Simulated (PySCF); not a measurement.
C3H5, SMILES C[C]=C, multiplicity 2. Geometry: PBE-D3(BJ)/def2-TZVP. The isomer is the one that the SMILES or the coordinates give; other isomers of the formula were not compared.

Computed equilibrium geometry at PBE-D3(BJ)/def2-TZVP (PySCF confirms it by a frequency run) as Cartesian coordinates in Å, and its point group:
point group Cs.
```xyz
8

C     -0.0950     1.3466     0.0000
C      0.3731     0.1210     0.0000
C     -0.0747    -1.2706     0.0000
H      0.5553     2.2262     0.0000
H     -1.1793     1.5492     0.0000
H     -1.1817    -1.3357     0.0000
H      0.2927    -1.8108    -0.8866
H      0.2927    -1.8108     0.8866
```
Charge 0, spin multiplicity 2.
